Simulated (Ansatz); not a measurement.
H3AlNS, SMILES `[NH2][Al-][SH]` (lower singlet) (charge -1, multiplicity 1). This singlet lies 1.67 eV below the relaxed triplet at the level frozen-core CCSD(T)/aug-cc-pVDZ // PBE0-D3(BJ)/def2-TZVPD (Ansatz, an electronic-structure program).

These are Ansatz with PBE0/aug-cc-pVTZ // PBE0-D3(BJ)/def2-TZVPD values and carry that method's errors.

Ansatz 0.2 input:
```yaml
crystal:
  periodic: [false, false, false]
  atoms:
    - { symbol: N, position_ang: [-1.040655, -0.059047, -0.050599] }
    - { symbol: Al, position_ang: [-0.050364, 1.419856, 0.420344] }
    - { symbol: S, position_ang: [2.109561, 0.448186, 0.199827] }
    - { symbol: H, position_ang: [-0.704427, -0.976963, -0.31349] }
    - { symbol: H, position_ang: [-2.049948, -0.042202, -0.077441] }
    - { symbol: H, position_ang: [1.735834, -0.789831, -0.178643] }
basis:
  gaussian: { orbitals: aug-cc-pVTZ }
hamiltonian:
  xc: pbe0
total_charge: -1
```

Output:

```
Functional definition: PBE0
1112 factors; their error is unknown
mean field evaluation 1: about -18963.3132 eV, gradient 3.9e1 eV
mean field evaluation 2: about -18954.1040 eV, gradient 7.1e1 eV
mean field evaluation 4: about -18966.4445 eV, gradient 3.1e0 eV
mean field evaluation 8: about -18966.4746 eV, gradient 2.6e-2 eV
mean field evaluation 16: about -18966.5270 eV, gradient 6.7e-5 eV
mean field -18966.52699397 eV, -697.0070110546 hartree, gradient 6.7e-5 eV, S^2 0.000000; 0 other end points of the search recorded, 0 dependent functions left out
reference -18966.52703046 eV, -697.0070123956 hartree; 20, 20 occupied and 195, 195 virtual orbitals, 1112 factors
Total energy: -18966.52703046 eV, -697.0070123956 hartree
```
